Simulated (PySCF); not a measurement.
Distorted geometries of Yb(NO3)3

Yb(NO3)3 (singlet in the valence; each metal's 4f electrons, 13 of them, lie in its core potential, out of spins and levels). PySCF 2.14.0, RKS PBE, Yb lcecp-1-SVP with ECP59, O def2-SVP, N def2-SVP; non-relativistic Hamiltonian with scalar-relativistic core potentials where named; density fitting; no spin-orbit coupling. Relaxed geometry:

```xyz
13

Yb    0.0000    0.0000    0.0000
O     2.0046    0.2400    1.0641
O     2.0046   -0.2400   -1.0641
N     2.7240    0.0000    0.0000
O     3.9201    0.0000    0.0000
O    -1.2101    1.6160    1.0641
O    -0.7945    1.8560   -1.0641
N    -1.3620    2.3590    0.0000
O    -1.9601    3.3949    0.0000
O    -0.7945   -1.8560    1.0641
O    -1.2101   -1.6160   -1.0641
N    -1.3620   -2.3590    0.0000
O    -1.9601   -3.3949    0.0000
```

Q: Order these distorted geometries by energy above the relaxed one, lowest first.
A.
```xyz
13

Yb   -0.0193    0.0934    0.0452
O     2.0061    0.2376    0.9523
O     1.6464   -0.3932   -0.8963
N     2.6181   -0.0551    0.2538
O     4.0378   -0.1322    0.1415
O    -1.0830    1.5867    0.8253
O    -0.8352    1.8157   -1.5217
N    -1.4025    2.2331    0.0519
O    -1.7917    3.2704    0.0642
O    -0.8296   -1.6943    1.0525
O    -1.0634   -1.3932   -1.0455
N    -1.0740   -2.4254    0.0434
O    -2.2097   -3.1434    0.0334
```
B.
```xyz
13

Yb    0.0147    0.0812    0.0268
O     2.0249    0.2950    0.9903
O     1.9999   -0.2867   -0.9941
N     2.7087   -0.1457   -0.0672
O     3.8551   -0.0366   -0.0594
O    -1.2747    1.5512    1.0795
O    -0.8240    1.8645   -1.0401
N    -1.3424    2.3510    0.0518
O    -1.8944    3.3620    0.0243
O    -0.7419   -1.8517    1.0169
O    -1.2523   -1.4859   -1.0885
N    -1.2706   -2.2677   -0.0335
O    -2.0031   -3.4304    0.0931
```
C.
```xyz
13

Yb   -0.0258    0.1076   -0.0396
O     1.9521    0.1999    1.0689
O     1.9627   -0.2418   -1.0361
N     2.7687   -0.0268    0.0316
O     3.9671   -0.0146    0.0833
O    -1.1722    1.6522    1.0086
O    -0.7687    1.9054   -1.1140
N    -1.3175    2.3334   -0.0248
O    -1.9615    3.3072   -0.0506
O    -0.7726   -1.8689    1.0456
O    -1.2711   -1.6814   -1.0542
N    -1.3452   -2.3214    0.0637
O    -2.0161   -3.3509    0.0176
```

A: C (0.86 eV), B (1.96 eV), A (14.68 eV).

Q: Which forces (eV/Å) act in the one that lies 14.68 eV up?

A: 
```
Yb   -1.15  -2.47  -3.70
O   -23.25  14.22  35.72
O     4.62  -1.24  -2.49
N    30.12 -13.48 -33.74
O    -6.75   0.23   0.50
O     4.20 -11.78  19.48
O    -0.60  -1.32   4.30
N    -1.72   7.57 -20.69
O    -4.65   9.38   0.40
O     1.97  -2.19   2.92
O     0.73  -2.98  -0.84
N    -9.27   3.26  -1.85
O     5.76   0.80  -0.01
```
Forces carry noise of the integration grid, about 0.01 to 0.03 eV/Å.

An lcecp potential fixes the number of 4f electrons, so in runs with it no electron can move into or out of that shell.
